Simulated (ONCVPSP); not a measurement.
**What the settings do to the ONCV potential of iridium (Ir)**

Base potential:

- Element: Ir
- Generator: ONCVPSP 4.0.1
- Type: optimised norm-conserving Vanderbilt (ONCV)
- Functional: PBEsol
- Relativity: scalar-relativistic
- Frozen core: [Xe]
- Valence charge: 23
- Reference configuration: 4f14 5d7 6s2
- Partial waves: 6s: rc 2.60 bohr, ncon 3, nbas 7, qcut 3.2 1/bohr, 3 projectors, debl 2.9 Ha; p scattering state at 0.07 Ha: rc 2.60 bohr, ncon 4, nbas 9, qcut 3.1 1/bohr, 2 projectors, debl 2.3 Ha; 5d: rc 1.85 bohr, ncon 4, nbas 9, qcut 8.5 1/bohr, 2 projectors, debl 3.1 Ha; 4f: rc 0.85 bohr, ncon 4, nbas 9, qcut 16.7 1/bohr, 2 projectors, debl 1 Ha
- Local potential: polynomial inside 0.65 bohr (lpopt 5, dvloc0 1 Ha)
- Core correction: none

In the p channel the program set the typed energies aside and used 0.050, 2.350 Ha. In the f channel the program set the typed energies aside and used -2.287, 0.250 Ha.

Cutoffs, loose and tight: the cutoffs (Ha) at which the residual kinetic energy of the hardest occupied pseudo-wave falls to 1 and 0.1 mHa per electron. They do not see the model core or the augmentation charge, which bear on the density cutoff. Test errors are all-electron minus pseudo excitation energies from the reference, over the configurations 4f14 5d7 6s1; 4f14 5d7 6s0; 4f14 5d6 6s0; 4f14 5d7.5 6s1.5. A dash means not determined; rows that change the core or the reference have their own tests.

A true bound ghost makes a file unfit for plane-wave use even where its test errors are small: the radial tests pick states by their node count and pass the ghost by.

```csv
change,outcome,"cutoff, loose","cutoff, tight",bound ghosts,GHOST(+) flags above zero,largest test error (meV)
base,"generated, projector energies reset by the program",338 Ha,502 Ha,"s, p","s, p, d",-25
"local potential polynomial inside 0.65 bohr (lpopt 5, dvloc0 0 Ha)","generated, projector energies reset by the program",338 Ha,502 Ha,"s, p","s, p, d",-25
s: debl 3.85,"generated, projector energies reset by the program",338 Ha,502 Ha,"s, p","s, p, d",-26
```

Question: What comes out with this change to the base: core [Kr] 4d10 4f14, valence charge 17; reference 5s2 5p6 5d7 6s1.75 6p0.25; waves now 5s+6s: rc 1.80 bohr, ncon 4, nbas 7, qcut 5.2 1/bohr, 2 projectors; 5p+6p: rc 1.55 bohr, ncon 3, nbas 7, qcut 8.5 1/bohr, 2 projectors; 5d: rc 1.80 bohr, ncon 3, nbas 7, qcut 9.5 1/bohr, 3 projectors, debl 2.1 Ha; local potential polynomial inside 1.10 bohr (lpopt 5, dvloc0 -1 Ha)?

Answer: outcome: generated; cutoff, loose: 23 Ha; cutoff, tight: 41 Ha; bound ghosts: none; GHOST(+) flags above zero: s; largest test error (meV): -20 over the solved tests; 1 of 4 tests not solved or not reliable.

Question: What comes out with this change to the base: f: qcut 12.4?

Answer: outcome: generated, projector energies reset by the program; cutoff, loose: 606 Ha; cutoff, tight: 899 Ha; bound ghosts: s, p; GHOST(+) flags above zero: s, p, d; largest test error (meV): -25.

Question: What comes out with this change to the base: f: nbas 7?

Answer: outcome: generated, projector energies reset by the program; cutoff, loose: 268 Ha; cutoff, tight: 368 Ha; bound ghosts: s, p; GHOST(+) flags above zero: s, p, d; largest test error (meV): -25.
